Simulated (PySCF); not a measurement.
A structure optimised at B3LYP-D3(BJ)/def2-SVP, used in a PySCF frequency run:

```xyz
11

Si     0.6627    -1.1492     0.0000
C     -0.7968    -2.3505     0.0000
Ge    -0.1048     1.1186     0.0000
H      1.5154    -1.3680     1.2078
H      1.5154    -1.3680    -1.2078
H     -0.4449    -3.3945     0.0000
H     -1.4258    -2.2002    -0.8915
H     -1.4258    -2.2002     0.8915
H      1.0693     2.1218     0.0000
H     -0.9730     1.4038    -1.2469
H     -0.9730     1.4038     1.2469
```

Task: Write its SMILES, formula and point group.

Result: C[SiH2][GeH3], CH8GeSi, Cs

Task: What are its rotational constants (standard atomic weights)?

Result: 12.531, 2.1609, 1.9524 GHz
